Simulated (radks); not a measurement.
The gadolinium ion Gd+, configuration [Xe] 4f7 5d1 6s1.

All-electron calculation, scalar-relativistic Kohn-Sham, PBEsol, spin-unpolarised, spherical densities, point nucleus. Program: a radial shooting solver on a logarithmic mesh with Libxc functionals.

Energy parts (hartree):
part                       energy
total                 -11267.0306
kinetic                12098.6832
electron-nucleus      -27474.6008
Hartree                 4353.3906
exchange-correlation    -244.5036

Orbitals (lengths in bohr, moments of r in powers of bohr; r(max) is where P^2 peaks):
| orbital | occ. | eigenvalue (hartree) | <1/r> | <r^4> | r(max) | <r^2> |
|---|---|---|---|---|---|---|
| 1s | 2 | -1840.789 | 71.64 | 1.142e-06 | 0.01392 | 0.0006551 |
| 2s | 2 | -304.1458 | 16.62 | 0.0001816 | 0.07902 | 0.01028 |
| 2p | 6 | -270.7063 | 15.52 | 0.0001357 | 0.06395 | 0.008285 |
| 3s | 2 | -67.60040 | 6.097 | 0.007036 | 0.2243 | 0.06829 |
| 3p | 6 | -57.24307 | 5.732 | 0.007376 | 0.2201 | 0.06847 |
| 3d | 10 | -43.56706 | 5.440 | 0.005886 | 0.1800 | 0.05751 |
| 4s | 2 | -13.79392 | 2.571 | 0.1731 | 0.5156 | 0.3451 |
| 4p | 6 | -10.37946 | 2.363 | 0.2270 | 0.5381 | 0.3896 |
| 4d | 10 | -5.65763 | 2.083 | 0.3587 | 0.5588 | 0.4694 |
| 5s | 2 | -2.06259 | 0.9961 | 5.903 | 1.195 | 1.995 |
| 5p | 6 | -1.23573 | 0.8392 | 11.83 | 1.355 | 2.757 |
| 4f | 7 | -0.55436 | 1.523 | 2.764 | 0.5666 | 0.9820 |
| 6s | 1 | -0.34167 | 0.3452 | 332.7 | 3.210 | 14.92 |
| 5d | 1 | -0.30996 | 0.5106 | 114.3 | 1.924 | 7.772 |
| 6p | 0 | -0.20979 | 0.2682 | 898.4 | 4.062 | 24.38 |

The highest occupied level is 5d at -8.434 eV. Summed over all electrons, <r^2> = 59.01 bohr^2, which gives a Langevin (diamagnetic) susceptibility term of -46.7 x 10^-6 cm^3/mol. The density falls to 0.001 e/bohr^3 at r = 4.59 bohr.
